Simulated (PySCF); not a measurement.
GaCl2, SMILES [Cl][Ga+][Cl], charge +1.

Geometry: r2SCAN-D4/def2-TZVP. The spin state was assumed, not searched. The isomer is the one that the SMILES or the coordinates give; other isomers of the formula were not compared.

Two levels are set side by side: TDDFT-PBE/def2-SVPD (PySCF) and ADC(2)/aug-cc-pVDZ (PySCF). Vertical, same geometry; the bases differ. Differences are taken from unrounded values.

```json
[
 {"quantity": "lowest singlet excitation (eV)", "TDDFT-PBE": "4.69"}
]
```

Problem. These are the TDDFT-PBE values. What does ADC(2) give? (The exact figures need the calculation; the answer reports its results.)

Solution. 
```csv
quantity,ADC(2),TDDFT-PBE minus ADC(2)
lowest singlet excitation (eV),5.92,-1.24
```

A lower first singlet is the usual sign of a functional without exact exchange. Differences between two approximate levels are no errors against the true value.

Rough cost on one machine, each run with all the roots and properties that it gave: ADC(2) against TDDFT-PBE about 10 times.
